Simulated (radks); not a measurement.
Results of a calculation; reference values are marked as such.
The table gives one normalised radial function P(r) = r R(r) (large component) of Gd63+ in 1s1 (r in bohr). Code: a radial shooting solver on a logarithmic mesh with Libxc functionals. Model: Dirac Kohn-Sham, PBE, spin-unpolarised, spherical densities, finite nucleus; Fermi nuclear charge, rms radius 5.1569 fm.

r           P
0.000784   1.0685
0.0009808  1.2866
0.001227   1.5441
0.001535   1.8458
0.001921   2.1955
0.002403   2.5951
0.003006   3.0438
0.003761   3.5355
0.004705   4.0572
0.005886   4.5857
0.007364   5.0857
0.009213   5.5078
0.01153    5.7907
0.01442    5.8663
0.01804    5.6734
0.02257    5.1777
0.02824    4.3946
0.03533    3.4066
0.0442     2.3575
0.05529    1.4156
0.06917    0.7116
0.08654    0.2865

Which n and l does it have? It may be an empty orbital.

Answer. n = 1, l = 0: the number of nodes gives n - l - 1 = 0, the rise at small r points to l (this Dirac orbital starts outside the nucleus as r^gamma with gamma = sqrt((l + 1)^2 - (Z/c)^2) = 0.88; the j = 1/2 orbital of l + 1 starts with the same power, but with a smaller coefficient, and then steepens), and the extent must fit the shell. The curve is that of 1s1/2. 1s1/2: eigenvalue -58570 eV, 0 radial nodes, <r> = 0.0217 bohr, 90 % of the charge inside 0.0391 bohr.
